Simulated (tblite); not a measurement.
Species: C₇H₁₂NP.
SMILES with atom numbers: `[N:1]#[C:2][CH2:3][CH2:4][P:5]1[CH2:6][CH2:7][CH2:8][CH2:9]1` (hydrogens: H10, H11 on C3; H12, H13 on C4; H14, H15 on C6; H16, H17 on C7; H18, H19 on C8; H20, H21 on C9)

Structure used (GFN2-xTB), in Å, numbered top down from 1:
```xyz
21
C7H12NP angstrom
N      4.489   -1.191    0.323
C      3.639   -0.428    0.276
C      2.539    0.498    0.204
C      1.321   -0.171   -0.441
P     -0.106    1.036   -0.535
C     -1.413   -0.159   -1.128
C     -1.985   -0.862    0.099
C     -2.075    0.200    1.188
C     -0.719    0.902    1.234
H      2.302    0.839    1.217
H      2.846    1.368   -0.384
H      1.037   -1.068    0.117
H      1.569   -0.467   -1.464
H     -2.192    0.429   -1.621
H     -0.998   -0.848   -1.864
H     -2.961   -1.299   -0.117
H     -1.320   -1.666    0.423
H     -2.326   -0.233    2.158
H     -2.854    0.920    0.925
H     -0.004    0.323    1.824
H     -0.797    1.895    1.679
```

Method: GFN2-xTB as coded in tblite; computed harmonic values from a numerical Hessian at the method's own geometry, unscaled. This tight-binding method is rough: wavenumbers can miss measured ones by several per cent, in bad cases by 10 to 20. One conformer, not necessarily the lowest.

Harmonic wavenumbers (cm⁻¹): 44.2, 77.9, 93.3, 113.2, 191.4, 242.4, 279.5, 311.4, 386.5, 458.5, 501.1, 516.2, 681.2, 692.2, 734.2, 750.7, 784.9, 843.4, 890.7, 921.8, 943.6, 976.6, 991.4, 1016.6, 1049.8, 1061.8, 1083.3, 1098.3, 1122.1, 1184.6, 1188.0, 1206.1, 1226.0, 1252.5, 1258.7, 1294.4, 1309.9, 1328.5, 1429.2, 1439.7, 1449.4, 1458.9, 1485.7, 1497.4, 2411.0, 2937.4, 2942.4, 2945.3, 2951.2, 2958.5, 2960.1, 2967.5, 2978.5, 2979.7, 2981.0, 2987.8, 2991.5.

A = 3023, B = 653.9, C = 649.6 MHz; mass 141.071 u (most abundant isotopes); point group C1, symmetry number 1.

Question: What is the zero-point energy?

Answer: Half the sum of the wavenumbers: 38430 cm⁻¹ = 459.72 kJ/mol.

Question: What is S at 273.15 K and 1 bar for an ideal gas of classical rigid rotors and harmonic oscillators?

Answer: Translation 168.76, rotation 124.03, vibration 109.44: S = 402.2 J/(mol K).

Question: And Cp and H(273.15 K) − H(0)?

Answer: Cp = 149.79 J/(mol K), of which vibrations give 116.54 (their classical limit is 57 R = 473.9); H(273.15 K) − H(0) = 24.82 kJ/mol without the zero-point energy, 15.73 from vibrations.

Question: Blend soft modes into free rotors: weight 1/[1 + (100 cm⁻¹/ν̃)⁴] for the oscillator and the rest for a rotor with moment μB/(μ + B), μ = h/(8π²ν), B = 10⁻⁴⁴ kg m². What vibrational entropy results?

Answer: 99.96 J/(mol K) in place of 109.44, which changes −T·S at 273.15 K by +2.59 kJ/mol.

Question: How do the functions run with temperature in this model?

Answer: 
| T (K) | S (J/(mol K)) | Cp (J/(mol K)) | H − H(0) (kJ/mol) | G − H(0) (kJ/mol) | ln q(vib) |
| --- | --- | --- | --- | --- | --- |
| 100 | 295.9 | 77.2 | 5.48 | -24.11 | 1.80 |
| 200 | 361.2 | 116.2 | 15.12 | -57.12 | 4.38 |
| 300 | 416.9 | 162.9 | 29.01 | -96.05 | 6.92 |
| 500 | 521.9 | 251.8 | 70.89 | -190.06 | 12.08 |
| 800 | 660.7 | 338.0 | 160.53 | -368.06 | 19.82 |
| 1000 | 740.4 | 375.5 | 232.08 | -508.34 | 24.73 |

q(vib) and H(0) count from the zero-point level.

Question: Which modes carry the vibrational entropy at 273.15 K?

Answer: 44.2 cm⁻¹: 20.45; 77.9 cm⁻¹: 15.78; 93.3 cm⁻¹: 14.30; 113.2 cm⁻¹: 12.74; 191.4 cm⁻¹: 8.59; 242.4 cm⁻¹: 6.83 J/(mol K); the other 51 give 30.76 together.

Question: What must be added to the electronic energy to get the Gibbs energy at 273.15 K and 1 bar?

Answer: ZPE + [H(273.15 K) − H(0)] − T·S = 459.72 + 24.82 − 109.87 = 374.67 kJ/mol.

Hindered rotation and anharmonicity are outside this model. Other conformers, if any are populated, would add a mixing term that is left out. The structure is chiral; the term R ln 2 for an equal mix with its mirror image is left out.
